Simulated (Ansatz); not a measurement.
A CCSD(T) single point on C2H5BBrCl (`CB(Cl)CBr`).

```yaml
crystal:
  periodic: [false, false, false]
  atoms:
    - {symbol: C, position_ang: [-0.723648, -0.473992, 1.090152]}
    - {symbol: B, position_ang: [0.423797, 0.208741, 0.293819]}
    - {symbol: Cl, position_ang: [1.641952, 1.146621, 1.155374]}
    - {symbol: C, position_ang: [0.584054, 0.078854, -1.259639]}
    - {symbol: Br, position_ang: [-0.614983, 1.529176, -1.815841]}
    - {symbol: H, position_ang: [-0.323451, -1.406510, 1.511336]}
    - {symbol: H, position_ang: [-1.066537, 0.122565, 1.937048]}
    - {symbol: H, position_ang: [-1.576394, -0.740931, 0.463105]}
    - {symbol: H, position_ang: [1.561161, 0.313615, -1.672633]}
    - {symbol: H, position_ang: [0.177148, -0.829239, -1.699824]}
basis:
  gaussian: {orbitals: def2-TZVPP}
correlation: {method: ccsd_t}
output: {orbitals: {seedname: orbitals}}
```

```sh
$ ansatz run in.yaml --threads 4 --pin off --events-out ev --progress --plain
```

Log, shortened:

```
Functional definition: HF
  name "HF"
  cite "Fock, Z. Phys. 61, 126 (1930) doi:10.1007/BF01340294"
  parent pbe
  exchange = exact_x
  correlation = 0
1525 factors; integrals over basis functions are off by at most 9.2e-4 eV
mean field evaluation 1: about -85314.6845 eV, gradient 3.0e1 eV
mean field evaluation 2: about -85314.8977 eV, gradient 3.0e1 eV
mean field evaluation 4: about -85317.3714 eV, gradient 3.1e0 eV
mean field evaluation 8: about -85317.4098 eV, gradient 2.2e-1 eV
mean field -85317.41003854 eV, -3135.3569886988 hartree, gradient 3.2e-6 eV, S^2 0.000000; 0 other end points of the search recorded, 0 dependent functions left out
17 core orbitals not correlated: weight in the atoms' cores, before any rotation towards them, 1.000 or more for the frozen orbitals, at most 0.000 for the correlated occupied ones
reference -85317.41003854 eV, -3135.3569886988 hartree; 20, 20 occupied and 216, 216 virtual orbitals, 1525 factors
second order -24.83297523 eV of doubles, -0.00000000 eV of singles
cycle   1  -25.46214243 eV  change   -6.3e-1 eV  update   9.9e-2
cycle   2  -26.02885316 eV  change   -5.7e-1 eV  update   2.7e-2
cycle   3  -26.12829672 eV  change   -9.9e-2 eV  update   1.4e-2
cycle   4  -26.11660223 eV  change    1.2e-2 eV  update   3.5e-3
cycle   5  -26.11610631 eV  change    5.0e-4 eV  update   1.6e-3
cycle   6  -26.11634159 eV  change   -2.4e-4 eV  update   5.3e-4
cycle   7  -26.11610045 eV  change    2.4e-4 eV  update   2.0e-4
cycle   8  -26.11612120 eV  change   -2.1e-5 eV  update   6.7e-5
cycle   9  -26.11614622 eV  change   -2.5e-5 eV  update   2.3e-5
perturbative correction -1.05777731 eV, -0.0388725990 hartree
Total energy: -85344.58396207 eV, -3136.3556119692 hartree
```

Hardware: 4 threads of a server CPU on a shared host. Wall time 4.7 min, peak host memory 5.7 GiB.

Correlation energy per correlated electron: -0.679 eV. T1 diagnostic: 0.0096.
